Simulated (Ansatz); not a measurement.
Ansatz (a program for electronic structure) input:

Ansatz 0.2 input:
```yaml
crystal:
  periodic: [false, false, false]
  atoms:
    - {symbol: Si, position_ang: [-0.06608596, 0.07894982, 0.32590040]}
    - {symbol: N, position_ang: [-0.73434839, 1.39584099, -0.55543239]}
    - {symbol: N, position_ang: [-0.79065383, -1.30515989, -0.37992736]}
    - {symbol: N, position_ang: [1.61482957, -0.28442765, 0.32798041]}
    - {symbol: H, position_ang: [-0.35154515, 0.42408251, 1.74144485]}
    - {symbol: H, position_ang: [-0.74266891, 2.32269167, -0.16107071]}
    - {symbol: H, position_ang: [-0.70943396, 1.42184061, -1.56291487]}
    - {symbol: H, position_ang: [-0.46479947, -2.22830106, -0.14489944]}
    - {symbol: H, position_ang: [-1.76487847, -1.29840898, -0.63379660]}
    - {symbol: H, position_ang: [2.23924303, 0.18985488, 0.96028289]}
    - {symbol: H, position_ang: [2.09049489, -0.58083128, -0.50999635]}
basis:
  gaussian:
    orbitals: def2-TZVP
hamiltonian:
  xc: {name: PBE}
relax: {f_tol: 0.003, max_steps: 100}
```

Predict the final energy.

-457.78513 Eh (PBE/def2-TZVP). The basis has 172 functions.
